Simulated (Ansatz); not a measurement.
Start from `[AlH2][CH2]CBr` and change one atom or group to get `OBCCBr`.

Ansatz, PBE0-D4/def2-TZVP geometries, multiplicity 1. Each molecule was computed in one conformer, which needn't be the lowest.

Scalar relativity is left out up to krypton.

```json
{"property": "HOMO–LUMO gap (ωB97M-V/def2-TZVPP) / eV", "`[AlH2][CH2]CBr`": "9.63"}
{"property": "LUMO energy (PBE/def2-TZVPP) / eV", "`[AlH2][CH2]CBr`": "-2.48"}
{"property": "size of the dipole moment (ωB97M-V/def2-TZVPP) / D", "`[AlH2][CH2]CBr`": "2.01"}
{"property": "HOMO energy (PBE/def2-TZVPP) / eV", "`[AlH2][CH2]CBr`": "-6.33"}
{"property": "HOMO energy (B3LYP/def2-TZVPP) / eV", "`[AlH2][CH2]CBr`": "-7.32"}
{"property": "LUMO energy (B3LYP/def2-TZVPP) / eV", "`[AlH2][CH2]CBr`": "-1.93"}
```

Task: What does the change do to each property? (Estimate.)

Result: The calculation gave: 
```csv
property,`OBCCBr`,shift
HOMO–LUMO gap (ωB97M-V/def2-TZVPP) / eV,11.64,2.01
LUMO energy (PBE/def2-TZVPP) / eV,-1.23,1.25
size of the dipole moment (ωB97M-V/def2-TZVPP) / D,2.56,0.55
HOMO energy (PBE/def2-TZVPP) / eV,-6.35,-0.02
HOMO energy (B3LYP/def2-TZVPP) / eV,-7.38,-0.06
LUMO energy (B3LYP/def2-TZVPP) / eV,-0.46,1.47
```

With PBE0 the HOMO falls by 0.07 eV and the LUMO rises by 1.48 eV, so the gap widens by about 1.55 eV. PBE moves the HOMO by -0.02 eV and ωB97M-V by -0.15 eV. Dipoles are sizes alone; their direction can turn.

B3LYP here is the variant with VWN-RPA as its local correlation; programs differ in this.

Spin–orbit coupling is left out; it splits and shifts lone-pair levels of the heavy atoms by tenths of an eV.
